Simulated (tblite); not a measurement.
C5H11ClOSi.
Numbering: `[CH3:1][C:2](=[O:3])[CH2:4][C@@:5]([CH3:6])([SiH3:7])[Cl:8]` (hydrogens: H9, H10, H11 on C1; H12, H13 on C4; H14, H15, H16 on C6; H17, H18, H19 on Si7)

Computed geometry: GFN2-xTB, gas phase.

List the bond lengths, angles and torsions at this level.

```csv
bond,length (Å)
C1–C2,1.499
C2=O3,1.209
C2–C4,1.504
C4–C5,1.522
C5–C6,1.516
C5–Si7,1.935
C5–Cl8,1.810
"C1–H9, C1–H10, C1–H11",1.088
C4–H12,1.095
C4–H13,1.093
"C6–H14, C6–H15, C6–H16",1.089
"Si7–H17, Si7–H18",1.456
Si7–H19,1.477
```

Bonds in one row agree within 0.01 Å and their mean is given. A selection of angles:
```csv
angle,degrees
C1–C2–O3,122.8
C1–C2–C4,116.5
O3–C2–C4,120.7
C2–C4–C5,110.4
C4–C5–C6,110.5
C4–C5–Si7,112.8
C4–C5–Cl8,106.2
C6–C5–Si7,113.0
C6–C5–Cl8,107.3
Si7–C5–Cl8,106.5
```

Torsions: C1–C2–C4–C5 -149° (anticlinal); C2–C4–C5–C6 -170° (antiperiplanar).

Si7 and O3 aren't drawn bonded (4 bonds apart) but lie 2.47 Å from each other; Cordero's covalent radii sum to 1.77 Å. Si7 (SiH3 silicon) is distorted tetrahedral (angles from 101.6° to 119.6°). Of the pairs four or more bonds apart, those above aside, O3···H18 is among the closest relative to their van der Waals radii: 2.47 Å, 91 % of the sum of Bondi's values. The 4 C–C bonds span 1.499 Å (C1–C2, drawn single) to 1.522 Å (C4–C5, drawn single), a spread of 0.023 Å.

Point group: C1 (no symmetry element, even within 0.4 Å). Its GFN2-xTB frequencies are all real (lowest 55 cm⁻¹). One conformer, not necessarily the lowest. 3 starts were optimised and ended at 0.00, 0.30 and 0.30 kcal/mol (GFN2-xTB); the lowest of these is shown.

The run took 2.2 s of wall time on one thread, Arm Neoverse N1 (aarch64), no GPU, on a shared host. These figures are those of the optimisation.
